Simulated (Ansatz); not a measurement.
Relaxation of C$_{2}$H$_{10}$OSSi (15 atoms, charge 0, multiplicity 1), to a largest force component of 0.03 eV/Å in at most 50 steps.

The calculation used RKS LDA/6-31G* (Ansatz 0.2.0).

```xyz
15
Properties=species:S:1:pos:R:3
Si -0.255 0.817 0.537
S 1.868 -1.810 -0.238
O -0.600 -0.025 -0.880
C -0.350 0.635 -2.108
H 1.111 1.464 0.434
H -1.298 1.912 0.667
H 1.310 -1.782 1.007
C -0.378 -0.402 1.946
H 0.701 -1.267 -0.757
H -0.595 1.726 -2.062
H 0.728 0.532 -2.392
H -0.981 0.169 -2.892
H -0.792 -1.365 1.579
H -1.072 -0.022 2.727
H 0.603 -0.581 2.431
```

Q: Where does it end, and by what steps?

A: The run converged. The force dipped under the threshold on the way, but the program's further checks kept it going. After 27 steps the energy has fallen by 0.172 eV; H7 moved furthest, 1.77 Å.

| step | energy less start (eV) | largest force component (eV/Å) | accepted |
| --- | --- | --- | --- |
| 0 | 0.0000 | 0.271 | yes |
| 1 | -0.0541 | 0.213 | yes |
| 2 | -0.0707 | 0.143 | yes |
| 3 | 0.1086 | 1.375 | no |
| 4 | -0.0799 | 0.105 | yes |
| 5 | -0.0837 | 0.093 | yes |
| 6 | -0.0893 | 0.281 | yes |
| 7 | -0.0990 | 0.125 | yes |
| 8 | -0.1079 | 0.309 | yes |
| 9 | -0.1037 | 0.691 | no |
| 10 | -0.1201 | 0.089 | yes |
| 11 | -0.1285 | 0.067 | yes |
| 12 | -0.1331 | 0.322 | yes |
| 13 | -0.1502 | 0.050 | yes |
| 14 | -0.1522 | 0.200 | yes |
| 15 | -0.1492 | 0.565 | no |
| 16 | -0.1616 | 0.043 | yes |
| 17 | -0.1636 | 0.023 | yes |
| 18 | -0.1622 | 0.265 | no |
| 19 | -0.1656 | 0.056 | yes |
| 20 | -0.1669 | 0.071 | yes |
| 21 | -0.1678 | 0.097 | yes |
| 22 | -0.1689 | 0.107 | yes |
| 23 | -0.1700 | 0.119 | yes |
| 24 | -0.1707 | 0.115 | yes |
| 25 | -0.1715 | 0.101 | yes |
| 26 | -0.1722 | 0.061 | yes |
| 27 | -0.1725 | 0.018 | yes |

```xyz
15
Properties=species:S:1:pos:R:3
Si -0.465 1.007 0.592
S 1.912 -2.210 -0.232
O -0.250 0.040 -0.763
C -0.176 0.635 -2.038
H 0.603 2.071 0.594
H -1.800 1.700 0.490
H 0.945 -3.150 -0.046
C -0.345 -0.126 2.051
H 0.974 -1.226 -0.526
H -1.165 1.028 -2.355
H 0.560 1.468 -2.064
H 0.145 -0.136 -2.763
H -1.208 -0.813 2.092
H -0.310 0.444 2.997
H 0.578 -0.733 1.970
```

Whether the end is a true minimum wasn't checked by a vibrational analysis.

Run time: 62 s on 2 threads of Intel(R) Xeon(R) Platinum 8488C (Sapphire Rapids), on a shared host, peak memory 0.17 GiB.
